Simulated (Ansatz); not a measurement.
Ca₃⁻, relaxed as a doublet with UKS r2SCAN/def2-TZVPD in Ansatz, starting from the GFN2-xTB geometry. Force threshold 0.02 eV/Å.

The charge -1 doublet is spin-contaminated (final ⟨S²⟩ up to 1.37, 0.75 for a pure state). The highest occupied level of the charge -1 doublet lies above zero (up to 0.19 eV). Its loss leaves the charge 0 singlet, which lies 1.25 eV higher (vertical, at r2SCAN/def2-TZVPD), but this difference is unsure: the singlet is doubtful (geometry relaxed on an unsound state). The structure comes from a short search, and lower isomers may exist.

Start:

```
atom   x (Å)   y (Å)   z (Å)
 Ca1  -1.296   0.054  -2.294
 Ca2   1.883   1.822   0.498
 Ca3  -0.587  -1.876   1.796
```

(1) Estimate the energy that the relaxation releases and the steps that it takes.

(2) Does the start keep its bonding and symmetry?

(3) Predict the relaxed structure.

Results:

(1) 13.5 kcal/mol, in 8 steps; 2.2 min on 4 threads of Arm Neoverse V2 on a shared host. No frequencies were taken in this run, so the end may be a saddle point.

(2) Bonds formed: Ca1–Ca2, Ca1–Ca3, Ca2–Ca3 (atoms count from 1). Point group Cs at the start, D3h at the end, both within 0.05 Å.

(3) 
Cartesian coordinates in Å:
```
Ca -1.049 0.045 -1.859
Ca 1.510 1.454 0.409
Ca -0.461 -1.499 1.450
```
Bond lengths (bridged metal pairs left out): 3 × Ca–Ca 3.70 Å.
